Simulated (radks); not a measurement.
Problem. These are the eigenvalues of the occupied orbitals of an atom or ion with whole-number occupations (eV). All-electron calculation, scalar-relativistic Kohn-Sham, r2SCAN, spin-polarised, spherical densities, finite nucleus; meta-GGA in the generalised Kohn-Sham scheme; Fermi nuclear charge, rms radius of each element as measured or else 0.836 A^(1/3) + 0.57 fm. Program: a radial shooting solver on a logarithmic mesh with Libxc functionals.

| orbital | eigenvalue |
|---|---|
| 1s up | -78517.17 |
| 1s down | -78469.26 |
| 2s up | -18607.14 |
| 2s down | -18539.55 |
| 2p up | -17113.97 |
| 2p down | -17029.40 |

Which element is it, and in what charge state? The configuration may be excited. Open shells, if any, are filled with parallel spins first.

Solution. Z = 75, rhenium, charge +67: Re67+ in [He] 2s2 2p4. The list shows which subshells hold electrons but not how many an open one holds; the 1s level, -2885.5 hartree, gives Z - s = 76.0 by -(Z - s)^2/2, which with screening and relativity narrows Z to a few neighbours, and the depths of the outer levels then fix element, charge and occupations together.
